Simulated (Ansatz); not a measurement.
Basis-set extrapolation for FH6NSi2 (`N[SiH2][SiH2]F`) (PBE0-D4/def2-TZVP geometry, frozen core, Ansatz 0.2.0). Multiplicity 1, RHF reference.

```json
{"": "HF", "def2-TZVPP": "-735.426017", "def2-QZVPP": "-735.452302"}
{"": "MP2 correlation", "def2-TZVPP": "-0.712678", "def2-QZVPP": "-0.772084"}
{"": "CCSD(T) correlation", "def2-TZVPP": "-0.780961", "def2-QZVPP": "not run"}
```

Energies in hartree. Use E(X) = E(∞) + A·exp(−7.88·√X) for Hartree–Fock and E(X) = E(∞) + B·X^(−2.97) for correlation, with X = 3 and 4, and add CCSD(T) minus MP2 of the smaller set to the MP2 limit.

Task: What is the CCSD(T) energy at the basis-set limit?

Result: HF limit: -735.452302 + (-0.026285) × 0.13774 = -735.45592. MP2 limit: -0.772084 + (-0.059406) × 0.74074 = -0.81609. Higher-order term: -0.780961 − (-0.712678) = -0.06828. Total: -736.34029 hartree, 350.0 kJ/mol below CCSD(T)/def2-TZVPP.
